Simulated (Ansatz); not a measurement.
Consider the redistribution: `OC[SiH2][SiH3]` + `C[NH][GeH2][OH]` → `C[NH][GeH2][SiH3]` + `OC[SiH2]O`.

Gas-phase electronic energies from Ansatz, PBE0-D4/def2-TZVP geometries. CBS: MP2 limit from def2 TZ/QZ plus the TZ coupled-cluster correction, frozen cores. Functionals use def2-TZVPP. For Ge outer-core shells are correlated without core-valence functions, which leaves a few kJ/mol of doubt a bond. Scalar relativity is left out up to krypton. Each species was taken in one conformer, which may not be the lowest.

`OC[SiH2][SiH3]`:

```xyz
12

O    -2.259   -1.347   -0.606
C    -1.402   -0.219   -0.514
Si    0.339   -0.665    0.098
Si    1.687    1.232    0.356
H    -2.318   -1.758    0.260
H    -1.333    0.198   -1.522
H    -1.837    0.569    0.117
H     0.977   -1.625   -0.844
H     0.194   -1.352    1.417
H     3.034    0.853    0.861
H     1.068    2.180    1.323
H     1.850    1.934   -0.946
```

`C[NH][GeH2][OH]`:

```xyz
11

C     0.391    0.268   -1.532
N     0.536    0.697   -0.155
Ge    0.122   -0.413    1.228
O    -1.567   -1.004    1.217
H    -0.642    0.280   -1.901
H     0.996    0.895   -2.194
H     0.761   -0.755   -1.636
H     0.301    1.668   -0.017
H     0.385    0.383    2.518
H     0.924   -1.707    1.073
H    -2.206   -0.312    1.399
```

`C[NH][GeH2][SiH3]`:

Cartesian coordinates in Å:
```
C -1.714 0.442 0.863
N -0.825 -0.690 1.042
Ge 0.957 -0.465 0.614
Si 1.328 0.183 -1.665
H -1.875 0.746 -0.182
H -2.692 0.225 1.302
H -1.311 1.309 1.396
H -1.215 -1.533 0.643
H 1.650 -1.807 0.913
H 1.488 0.627 1.563
H 0.567 1.420 -1.987
H 0.870 -0.897 -2.582
H 2.772 0.440 -1.919
```

`OC[SiH2]O`:

Z-matrix (Å, degrees):
```
C
Si 1 1.881
O 1 1.422 2 110.3
H 1 1.101 2 111.0 3 -123.9
H 1 1.094 2 110.6 3 118.3
O 2 1.658 1 107.3 3 47.6
H 2 1.492 1 111.0 3 168.9
H 2 1.482 1 110.8 3 -67.8
H 3 0.962 1 108.0 2 -44.8
H 6 0.957 2 117.7 1 92.1
```

| species | r2SCAN energy (Eh) |
| --- | --- |
| `OC[SiH2][SiH3]` | -697.05188 |
| `C[NH][GeH2][OH]` | -2249.29050 |
| `C[NH][GeH2][SiH3]` | -2464.71102 |
| `OC[SiH2]O` | -481.65470 |

Problem. Work out ΔE.

Solution. ΔE = (-2464.71102) + (-481.65470) − (-697.05188) − (-2249.29050) = -0.02334 Eh = -0.64 eV. CCSD(T)/CBS gives -0.65 eV.

Largest T1 diagnostic among the species: 0.012.

From PBE to PBE0 (25 % exact exchange), in def2-TZVPP and without D4, ΔE moves by −0.04 eV.
